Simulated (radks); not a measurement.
The numbers below are computed, except where a source is named.
How relativity changes the ionisation of the platinum ion Pt+ ([Xe] 4f14 5d9) to Pt2+ ([Xe] 4f14 5d8). Spin-unpolarised spherical Kohn-Sham, BLYP, point nucleus unless stated (finite: rms radius 5.427 fm), a radial shooting solver on a logarithmic mesh with Libxc functionals. A level marked "c x" has the speed of light scaled by that factor and shares open shells by 2j + 1; other Dirac levels either fill j = l - 1/2 first or share by 2j + 1.

level                               E(Pt+) (hartree)  E(Pt2+) (hartree)  IE (eV)   HOMO  <r> HOMO (bohr)
non-rel.                                 -17335.3570        -17334.6042   20.485     5d            1.623
scalar-rel.                              -18414.1772        -18413.4467   19.878     5d            1.653
scalar-rel., finite nucleus              -18410.3385        -18409.6079   19.878     5d            1.653
Dirac, 2j+1 shares                       -18447.4347        -18446.7036   19.893  5d5/2            1.685
Dirac, low j first                       -18447.4548        -18446.7476   19.242  5d5/2            1.687
Dirac, 2j+1 shares, finite nucleus       -18443.5537        -18442.8226   19.894  5d5/2            1.685
Dirac, c x 0.75                          -19712.1351        -19711.4164   19.555  5d5/2            1.738
Dirac, c x 1.5                           -17781.6441        -17780.9017   20.202  5d5/2            1.649
Dirac, c x 2                             -17578.5171        -17577.7703   20.322  5d5/2            1.637

NIST Atomic Spectra Database: 18.6 eV (measured). The relativistic part of the total energy of Pt+ is -1108 hartree (Dirac, 2j+1 shares, finite nucleus), 6.4 % of the non-relativistic value. Spin polarisation and multiplet splitting of open shells are left out at every level.

Beside tabulated values, note that relativity, absent from the non-relativistic runs, is large for the heavy elements, and spin-unpolarised runs miss the spin-polarisation part of the exchange energy of open shells.
